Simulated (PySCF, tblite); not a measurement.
Compound: C₇H₉NOS.
Cartesian coordinates in Å at the GFN2-xTB level; atoms count from 1:
```
atom  x, y, z in Å
C1    -1.9743   -0.6421    0.4762
C2    -0.6843    0.0873    0.1590
C3    -0.7767    1.5860    0.3936
C4    -0.1437   -0.2336   -1.2351
C5     1.3410   -0.1691   -1.1750
C6     1.8844   -0.2475    0.0365
C7     3.2342   -0.2179    0.3869
N8     4.3333   -0.1734    0.7161
S9     0.6293   -0.5264    1.3610
O10    0.4856   -1.9776    1.4343
H11   -2.7139   -0.4827   -0.3065
H12   -1.7747   -1.7097    0.5608
H13   -2.3889   -0.2979    1.4213
H14    0.1739    2.0694    0.1751
H15   -1.0342    1.7914    1.4304
H16   -1.5424    2.0279   -0.2420
H17   -0.4373   -1.2467   -1.5304
H18   -0.5404    0.4543   -1.9857
H19    1.9194   -0.0825   -2.0838
```

The calculation used PBE0/pcSseg-1 in PySCF (dipole) on a GFN2-xTB geometry, gas phase.

Masses are those of the commonest isotopes; rigid-rotor values at the optimised geometry. The values belong to one conformer with, in the numbering `[CH3:1][C:2]1([CH3:3])[CH2:4][CH:5]=[C:6]([C:7]#[N:8])[S@@:9]1=[O:10]`, C1–C2–C4–C5 -148°, C2–C4–C5–C6 19°, C5–C6–S9–O10 88°, C1–C2–S9–C6 148°.

Problem. Give the principal moments of inertia and the rotational constants in MHz.

Solution. Ia = 241.81, Ib = 549.81, Ic = 631.22 u·Å²; 505379 MHz·u·Å²/I gives A = 2090, B = 919.2, C = 800.6 MHz.

Problem. What kind of rotor is it?

Solution. An asymmetric top. Ray's parameter κ = (2B − A − C)/(A − C) = -0.816; −1 is the prolate and +1 the oblate limit.

Problem. Is it planar, by Δ = Ic − Ia − Ib?

Solution. Not planar: Δ = Ic − Ia − Ib = -160.40 u·Å². For a rigid frame Δ = −2 Σ m c², so Σ m c² = 80.20 u·Å² lies off the ab plane: 18.38 from hydrogen and 61.82 from heavier atoms. The atom farthest from that plane is 2.25 Å away.

Problem. Give the other two planar moments, Paa and Pbb, and the rms extents of the mass along the axes.

Solution. Paa = Σ m a² = (Ib + Ic − Ia)/2 = 469.61 and Pbb = Σ m b² = (Ia + Ic − Ib)/2 = 161.61 u·Å². With the mass M = 155.04 u, the rms extents √(P/M) along a, b and c are 1.74, 1.02, 0.72 Å.

Problem. Which types of transition are allowed, and where do some lines up to J = 3 fall?

Solution. The dipole components are |μa| = 5.05 D, |μb| = 4.21 D, |μc| = 0.05 D. Intensities carry the squares of the components, which stand as 1.00 : 0.70 : 0.00 (a : b : c). Some lines, for components of 0.1 D or more:

| type | branch | J(Ka,Kc) | MHz | lower level (cm⁻¹) |
| --- | --- | --- | --- | --- |
| a | Q | 2(1,1) ← 2(1,2) | 356 | 0.207 |
| b | Q | 2(1,1) ← 2(0,2) | 1416 | 0.172 |
| b | R | 3(1,2) ← 2(2,1) | 1819 | 0.336 |
| b | R | 2(0,2) ← 1(1,1) | 2260 | 0.096 |
| b | R | 1(1,1) ← 0(0,0) | 2891 | 0.000 |
| a | R | 2(1,2) ← 1(1,1) | 3321 | 0.096 |
| b | Q | 3(2,1) ← 3(1,2) | 3383 | 0.397 |
| a | R | 2(0,2) ← 1(0,1) | 3431 | 0.057 |
| a | R | 2(1,1) ← 1(1,0) | 3558 | 0.100 |
| b | Q | 2(2,1) ← 2(1,2) | 3868 | 0.207 |
| b | R | 3(0,3) ← 2(1,2) | 4065 | 0.207 |
| a | R | 3(0,3) ← 2(0,2) | 5126 | 0.172 |
| a | R | 3(2,1) ← 2(2,0) | 5193 | 0.337 |
| a | R | 3(1,2) ← 2(1,1) | 5332 | 0.219 |
| b | R | 3(1,3) ← 2(0,2) | 6037 | 0.172 |
| b | Q | 3(3,0) ← 3(2,1) | 6114 | 0.510 |
| b | R | 2(2,1) ← 1(1,0) | 7071 | 0.100 |
| b | R | 2(2,0) ← 1(1,1) | 7198 | 0.096 |
| b | R | 3(2,2) ← 2(1,1) | 8672 | 0.219 |
| b | R | 3(2,1) ← 2(1,2) | 9070 | 0.207 |
| b | R | 3(3,1) ← 2(2,0) | 11307 | 0.337 |
| b | R | 3(3,0) ← 2(2,1) | 11315 | 0.336 |

Problem. Estimate the classical rotational partition function at 10 K, 200 K and 298.15 K.

Solution. Point group C1, symmetry number σ = 1; q = (√π/σ)·√((kT/h)³/(ABC)), k/h = 20836.6 MHz/K: 4300 at 10 K, 384000 at 200 K, 700000 at 298.15 K.

Its GFN2-xTB frequencies are all real (lowest 53 cm⁻¹). No vibrational averaging or centrifugal distortion is included, and the geometry carries the error of its method. A rigid rotor knows nothing of internal rotation, which can split or shift real lines. Quadrupole hyperfine structure (14N) is left out.

The run took 49 s wall on Arm Neoverse V2, one thread, shared host with 96 logical CPUs at a one-minute load of 66, and the process peaked at 1.0 GiB of memory. This is the PBE0/pcSseg-1 job that gave the dipole, with the shieldings it also computed.
